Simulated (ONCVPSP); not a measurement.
Reading a pseudo-wave (B (Z = 5))

Columns: radius, all-electron u(r) and pseudo u(r) of the 2s shell (level -25.39 eV) of boron in the configuration [He] 2s1.5; PBE, scalar-relativistic, ONCV scheme, ONCVPSP 4.0.1.

| r (bohr) | all-electron | pseudo |
| --- | --- | --- |
| 0.088 | -0.2914 | 0.0533 |
| 0.175 | -0.3527 | 0.1072 |
| 0.262 | -0.2942 | 0.1629 |
| 0.350 | -0.1749 | 0.2215 |
| 0.438 | -0.0311 | 0.2820 |
| 0.525 | 0.1147 | 0.3431 |
| 0.612 | 0.2528 | 0.4043 |
| 0.700 | 0.3783 | 0.4655 |
| 0.788 | 0.4867 | 0.5249 |
| 0.875 | 0.5767 | 0.5811 |
| 0.962 | 0.6505 | 0.6339 |
| 1.050 | 0.7089 | 0.6827 |
| 1.138 | 0.7521 | 0.7254 |
| 1.225 | 0.7809 | 0.7597 |
| 1.312 | 0.7975 | 0.7842 |
| 1.400 | 0.8033 | 0.7973 |
| 1.487 | 0.7998 | 0.7983 |
| 1.575 | 0.7885 | 0.7884 |
| 1.662 | 0.7709 | 0.7709 |
| 1.750 | 0.7481 | 0.7481 |
| 1.838 | 0.7213 | 0.7213 |
| 1.925 | 0.6919 | 0.6919 |
| 2.012 | 0.6605 | 0.6605 |
| 2.100 | 0.6275 | 0.6275 |
| 2.188 | 0.5938 | 0.5938 |
| 2.275 | 0.5604 | 0.5604 |

(1) How many radial nodes do the two functions have?

(2) At about which radius was the pseudo-wave matched?

(3) Where does each function peak?

(4) Is the pseudo-wave norm-conserving?

Results:

(1) The all-electron 2s function has n − l − 1 = 1; the pseudo-wave has 0, since the states of the same l below it are removed with the core.

(2) 1.60 bohr, where the columns begin to agree (steps of 0.09 bohr).

(3) Outermost all-electron maximum near 1.40 bohr, pseudo maximum near 1.49 bohr (to the table’s step).

(4) Yes: the ONCV scheme keeps the norm inside the radius equal to the all-electron one, which fixes the energy derivative of the logarithmic derivative at the level.
